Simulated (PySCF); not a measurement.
B(Cl)(SMe)2 (C2H6BClS2), SMILES CSB(Cl)SC.

Geometry optimised at B3LYP-D3(BJ)/def2-SVP. The values are those of a single conformer.

Two levels are set side by side: PBE/def2-TZVP (PySCF) and M06-2X/def2-TZVP (PySCF). Same geometry, gas phase. Differences are taken from unrounded values.

| quantity | M06-2X |
|---|---|
| orbital gap (eV) | 8.26 |
| highest occupied level (eV) | -8.18 |
| lowest empty level (eV) | 0.08 |
| dipole moment (D) | 2.04 |
| mean polarisability (bohr³) | 90.8 |

**Question.** What does PBE give, and how far is it from M06-2X? (The exact figures need the calculation; the answer reports its results.)

**Answer.** 
```
quantity                       PBE  PBE minus M06-2X
---------------------------  -----  ----------------
orbital gap (eV)              4.35             -3.90
highest occupied level (eV)  -5.90              2.28
lowest empty level (eV)      -1.54             -1.62
dipole moment (D)             1.98             -0.07
mean polarisability (bohr³)   94.2               3.4
```

PBE's occupied levels lie high since its potential decays too fast outside the molecule; exact exchange lowers them and widens the gap. Loosely held outer electrons make PBE densities more polarisable. Differences between two approximate levels are no errors against the true value.

Rough cost on one machine, each run with all the roots and properties that it gave: M06-2X against PBE about 3 times.
